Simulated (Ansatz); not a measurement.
Computed with Ansatz on PBE0-D4/def2-TZVP structures; ΔE is electronic, products minus reactants. CCSD(T)/CBS adds triple-zeta CCSD(T) − MP2 to the extrapolated MP2 energy (def2 sets, frozen cores). Functionals use def2-TZVPP. def2 core potentials past Kr. For Sn outer-core shells are correlated without core-valence functions, which leaves a few kJ/mol of doubt a bond. One conformer a species, not always the lowest.

Consider the ligand exchange at the Si–S bond: `BC[SiH2]S[SiH3]` + `[OH][SnH3]` → `[SiH3][O][SnH3]` + `BC[SiH2]S`.

`BC[SiH2]S[SiH3]`:

Z-matrix (Å, degrees):
```
C
Si 1 1.876
B 1 1.552 2 100.7
H 1 1.094 2 105.9 3 119.1
H 1 1.091 2 109.4 3 -121.7
S 2 2.155 1 108.6 3 19.5
H 2 1.486 1 112.5 3 141.5
H 2 1.483 1 111.1 3 -94.5
H 3 1.197 1 121.0 2 -101.1
H 3 1.197 1 120.4 2 80.7
Si 6 2.141 2 97.8 1 73.0
H 11 1.485 6 109.7 2 -22.2
H 11 1.484 6 110.2 2 97.7
H 11 1.482 6 108.1 2 -142.4
```

`[OH][SnH3]`:

Z-matrix (Å, degrees):
```
Sn
O 1 1.970
H 1 1.709 2 108.5
H 1 1.698 2 103.1 3 119.8
H 1 1.709 2 108.5 3 -120.5
H 2 0.959 1 113.2 3 60.0
```

`[SiH3][O][SnH3]`:

Cartesian coordinates in Å:
```
Si -0.115 1.366 0.889
O -0.701 0.152 -0.021
Sn 0.029 -1.421 -0.940
H 0.550 0.851 2.122
H -1.236 2.257 1.287
H 0.895 2.170 0.140
H -1.336 -2.143 -1.648
H 0.761 -2.391 0.254
H 1.153 -0.842 -2.084
```

`BC[SiH2]S`:

Z-matrix (Å, degrees):
```
C
Si 1 1.889
B 1 1.535 2 108.0
H 1 1.095 2 103.9 3 -121.6
H 1 1.094 2 104.3 3 122.7
S 2 2.139 1 111.6 3 -173.6
H 2 1.483 1 111.5 3 -58.0
H 2 1.484 1 109.7 3 63.8
H 3 1.197 1 120.6 2 90.2
H 3 1.198 1 120.7 2 -86.1
H 6 1.344 2 94.8 1 -64.3
```

| level | ΔE (kJ/mol) | difference from CCSD(T)/CBS |
| --- | --- | --- |
| ωB97X-V | -43.3 | -0.4 |
| B2PLYP | -52.9 | -10.0 |
| PBE | -31.0 | 11.9 |
| r2SCAN | -39.2 | 3.7 |
| PBE0 | -35.9 | 7.0 |
| MP2/def2-TZVPP | -41.5 | 1.4 |
| SCS-MP2/def2-TZVPP | -51.2 | -8.3 |
| CCSD/def2-TZVPP | -52.5 | -9.6 |
| HF/def2-QZVPP | -82.3 | -39.4 |
| MP2/CBS(def2) | -38.0 | 4.9 |
| CCSD(T)/CBS | -42.9 | 0 |

Largest T1 diagnostic among the species: 0.014.

In def2-TZVPP, CCSD(T) changes the Hartree–Fock value by +33.7 kJ/mol (the triples alone add +6.1 kJ/mol) and MP2 by +38.6 kJ/mol. From PBE to PBE0 (25 % exact exchange), in def2-TZVPP and without D4, ΔE moves by −4.9 kJ/mol.
